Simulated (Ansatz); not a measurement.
Relaxation of F4GeH2S (8 atoms, charge 0, multiplicity 1), to a largest force component of 0.03 eV/Å in at most 50 steps.

The calculation used RKS PBE0-D4/def2-SVP (Ansatz).

```xyz
8
Properties=species:S:1:pos:R:3:forces:R:3
Ge -0.742 -0.881 -0.454 0.97 0.00 0.02
F 0.988 -1.063 -0.474 -0.99 -0.04 -0.05
F -1.401 -2.415 -0.779 0.01 0.02 0.01
F -1.249 -0.410 1.098 0.00 0.00 -0.02
F -1.285 0.179 -1.662 0.03 -0.01 0.01
H 1.794 0.828 0.266 -0.01 0.23 0.05
S 1.138 2.010 0.369 -0.02 -0.19 -0.04
H 0.756 1.753 1.637 0.01 -0.01 0.01
```

Question: Where does it end, and by what steps?

Answer: The forces met the threshold. After 8 steps the energy has fallen by 0.105 eV; S7 moved furthest, 0.43 Å.

```json
{"step": "0", "energy less start (eV)": "0.0000", "largest force component (eV/Å)": "0.991", "accepted": "yes"}
{"step": "1", "energy less start (eV)": "-0.0335", "largest force component (eV/Å)": "0.665", "accepted": "yes"}
{"step": "2", "energy less start (eV)": "-0.0524", "largest force component (eV/Å)": "0.692", "accepted": "yes"}
{"step": "3", "energy less start (eV)": "-0.0729", "largest force component (eV/Å)": "0.558", "accepted": "yes"}
{"step": "4", "energy less start (eV)": "-0.0783", "largest force component (eV/Å)": "0.877", "accepted": "yes"}
{"step": "5", "energy less start (eV)": "-0.0847", "largest force component (eV/Å)": "0.498", "accepted": "yes"}
{"step": "6", "energy less start (eV)": "-0.1021", "largest force component (eV/Å)": "0.160", "accepted": "yes"}
{"step": "7", "energy less start (eV)": "-0.1036", "largest force component (eV/Å)": "0.087", "accepted": "yes"}
{"step": "8", "energy less start (eV)": "-0.1046", "largest force component (eV/Å)": "0.006", "accepted": "yes"}
```

```xyz
8
Properties=species:S:1:pos:R:3
Ge -0.649 -0.788 -0.406
F 0.996 -1.245 -0.494
F -1.475 -2.246 -0.739
F -1.182 -0.390 1.168
F -1.175 0.262 -1.641
H 2.021 1.086 0.294
S 0.836 1.733 0.246
H 0.629 1.588 1.572
```

Whether the end is a true minimum wasn't checked by a vibrational analysis.

Run time: 37 s on 2 threads of Arm Neoverse V1, with other jobs on the host, peak memory 0.3 GiB.
